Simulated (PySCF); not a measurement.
## Worked example: dipole moment from atomic charges

Si(H)3(vinyl) (C2H6Si), SMILES C=C[SiH3]. Atoms are numbered in the order given.

```xyz
9

Si     0.0775     1.0789     0.0000
C     -0.5274    -0.6828     0.0000
C      0.2813    -1.7406     0.0000
H     -0.4161     1.8036     1.1968
H      1.5595     1.0830     0.0000
H     -0.4161     1.8036    -1.1968
H     -1.6007    -0.8620     0.0000
H     -0.0960    -2.7580     0.0000
H      1.3612    -1.6350     0.0000
```
Charge 0, spin multiplicity 1.

Coordinates come from a B3LYP-D3(BJ)/def2-TZVP optimisation.

Charges (e) from r2SCAN/def2-TZVPD (PySCF):

```
atom     IAO  ESP fit
----  ------  -------
Si1    0.634    0.249
C2    -0.435   -0.162
C3    -0.280   -0.389
H4    -0.126   -0.069
H5    -0.126   -0.058
H6    -0.126   -0.069
H7     0.157    0.142
H8     0.154    0.171
H9     0.149    0.184
```

The dipole moment of the full density is 0.73 D.

Q: What dipole moment does each set of point charges give, and which comes closer to that of the density?

A: 
μ = Σ q r, and 1 e Å = 4.8032 D.
IAO: Σ q r = (0.045, 0.074, 0.000) e Å, |μ| = 0.41 D.
ESP fit: Σ q r = (-0.031, -0.150, 0.000) e Å, |μ| = 0.74 D.
ESP fit comes closer in size. Point charges leave out the atoms' own dipoles (lone pairs, polarised bonds); fits to the potential absorb them, partitions of the density don't.
